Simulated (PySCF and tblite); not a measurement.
Results of a calculation; reference values are marked as such.
C₆H₉F₃S₂, numbered as in [CH3:1][C@H:2]1[S:3][CH2:4][C@H:5]([CH2:6][C:7]([F:8])([F:9])[F:10])[S:11]1.

Level: PBE0-D3(BJ)/6-31G*//GFN2-xTB, thermal terms from GFN2-xTB, symmetry numbers and mirror pairs counted. Conformers within 2.5 kcal/mol (GFN2-xTB free energy) were kept, 4 at most. GIAO shieldings: PBE0/6-31G*. Shifts are against TMS (¹H), TMS (¹³C), CFCl3 (¹⁹F) at the same level; of two unlike H on one atom, a is the less shielded. Run with PySCF (density fitting) and tblite.

Torsions listed: S11–C5–C6–C7. The 5-ring runs over atoms 2–3–4–5–11.

```json
{"conformer": "1", "shape": "5-ring between envelope and twist (ring torsions 52, -48, 21, 13, -35°); -160°", "symmetry": "C1", "E(GFN2) kcal/mol": "0.00", "E(DFT) kcal/mol": "0.00"}
{"conformer": "2", "shape": "5-ring twist (ring torsions -18, 45, -50, 37, -16°); -176°", "symmetry": "C1", "E(GFN2) kcal/mol": "1.83", "E(DFT) kcal/mol": "1.00"}
{"conformer": "3", "shape": "5-ring between envelope and twist (ring torsions 52, -49, 22, 11, -34°); -75°", "symmetry": "C1", "E(GFN2) kcal/mol": "1.71", "E(DFT) kcal/mol": "1.52"}
```

Question: How much do the weights at 298.15 K and the averaged shift of H6a depend on how the conformers are weighted?

Answer: 
```tsv
weighting	1 (%)	2 (%)	3 (%)	δ (ppm)	rms dipole (D)
DFT energy with thermal terms, symmetry and mirror images (full scheme)	71	21	8	2.75	1.73
DFT energy with symmetry and mirror images	79	15	6	2.82	1.74
bare DFT energy	79	15	6	2.82	1.74
GFN2-xTB energy with symmetry and mirror images	91	4	5	2.93	1.79
GFN2-xTB free energy	87	6	7	2.89	1.79
leading conformer alone	100	0	0	3.02	1.76
equal weights	33	33	33	2.36	1.91
```

The largest departure from the full scheme, 0.38 ppm, comes with: equal weights.


Conformer gaps in 6-31G* on xTB geometries can be 2 kcal/mol off for S=O, P=O and other polar bonds.